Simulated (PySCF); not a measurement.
SMILES c1(cccs1)CCB(O)O (C₆H₉BO₂S), singlet at its GFN2-xTB optimised geometry (Å):

```
19

O     -2.6030    -1.7483     3.4248
B     -1.5461    -1.4153     2.6586
O     -0.7478    -0.3982     3.0784
C     -1.2840    -2.2511     1.3116
C     -1.4392    -1.4137     0.0257
C     -0.5124    -0.2457     0.0000
C      0.8501    -0.2457     0.0000
C      1.4100     1.0527     0.0000
C      0.4655     2.0257     0.0021
S     -1.1276     1.3754     0.0048
H     -2.6992    -1.2131     4.2140
H     -0.0201    -0.1634     2.5034
H     -1.9782    -3.0887     1.2557
H     -0.2758    -2.6716     1.3279
H     -2.4679    -1.0576    -0.0481
H     -1.2386    -2.0507    -0.8416
H      1.4403    -1.1452    -0.0107
H      2.4679     1.2465    -0.0053
H      0.6008     3.0887    -0.0020
```

Calculation: PySCF 2.14.0 with B3LYP/def2-SVP. Cells within 0.4 Å of a nucleus heavier than hydrogen are left out (blank, or x).

Map of the electron localisation function on the plane z = 0.0 Å:

```
|00000000000000000000000000000|
|00000000000000000000000000000|
|00000000000000000000000000000|
|00000000000000588510000000000|
|00000000000002999950000000000|
|00000000000002999970000000000|
|00000000121002999950000000000|
|00000002454212899820000000000|
|000000157886555x4410145100000|
|000000368981485xx744899800000|
|00000036990xx8738848999930000|
|00000025880xx5347xx9999940000|
|00000002565266015xx8999820000|
|00000000014896437984566300000|
|000000000025xx86x362000000000|
|000017998447xx86xx74000000000|
|00003999996995666999500000000|
|0000399999xx85228999920000000|
|0000179996xx42007999940000000|
|00000135445651002999810000000|
|00000000024420000166200000000|
|00000000000000000000000000000|
|00000000000000000000000000000|
|00000000000000000000000000000|
|00000000000000000000000000000|
|00000000000000000000000000000|
|00000000000000000000000000000|
|00000000000000000000000000000|
|00000000000000000000000000000|
```
Scale: ten equal steps from 0.000 (start of '0') to 1.000 (end of '9'), in the order '0123456789'; x runs from -5.50 to 5.50, y from -5.50 (bottom) to 5.50 (top).
